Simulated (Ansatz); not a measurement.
`[F][In]1[CH2][CH2]1`, one more setting.

```yaml
crystal:
  periodic: [false, false, false]
  atoms:
    - {symbol: F, position_ang: [-0.313538, -1.447216, 2.991035]}
    - {symbol: In, position_ang: [-0.122724, -0.642856, 1.261834]}
    - {symbol: C, position_ang: [0.233422, 0.946667, -0.120170]}
    - {symbol: C, position_ang: [-0.094759, -0.492787, -0.820792]}
    - {symbol: H, position_ang: [1.193381, 1.292677, -0.305749]}
    - {symbol: H, position_ang: [-0.502798, 1.663071, -0.301966]}
    - {symbol: H, position_ang: [0.722864, -0.918130, -1.393454]}
    - {symbol: H, position_ang: [-1.073097, -0.514581, -1.333297]}
basis:
  gaussian: {orbitals: ANO-RCC-VTZP, nuclear_model: gaussian}
hamiltonian: {xc: {name: r2SCAN50}, dispersion: d3bj}
```

```sh
$ ansatz run in.yaml --threads 2 --pin off --events-out ev --progress --plain --max-ram 4352MiB
```

Output, abridged:

```
Warning: the engine holds no damping parameters fitted to this dispersion correction and functional, so the run takes those fitted to r2scan50 beside the three-body term, which d3bj leaves out (hamiltonian.dispersion, under Limitations)
Functional definition: r2SCAN50
1838 factors; their error is unknown
mean field evaluation 1: about -164869.5590 eV, gradient 6.4e1 eV
mean field evaluation 2: about -164864.9545 eV, gradient 7.9e1 eV
mean field evaluation 4: about -164878.3061 eV, gradient 3.7e0 eV
mean field evaluation 8: about -164878.5929 eV, gradient 2.3e-1 eV
mean field evaluation 16: about -164878.5930 eV, gradient 8.5e-5 eV
mean field -164878.59302167 eV, -6059.1765348220 hartree, gradient 8.5e-5 eV, S^2 0.000000; 0 other end points of the search recorded, 0 dependent functions left out
reference -164878.59303640 eV, -6059.1765353634 hartree; 37, 37 occupied and 177, 177 virtual orbitals, 1838 factors
Total energy: -164878.64036753 eV, -6059.1782747502 hartree
Relativity: scalar
```

Hardware: 2 threads of an Arm Neoverse V2 on a shared host. Wall time 13 s, peak host memory 0.67 GiB.
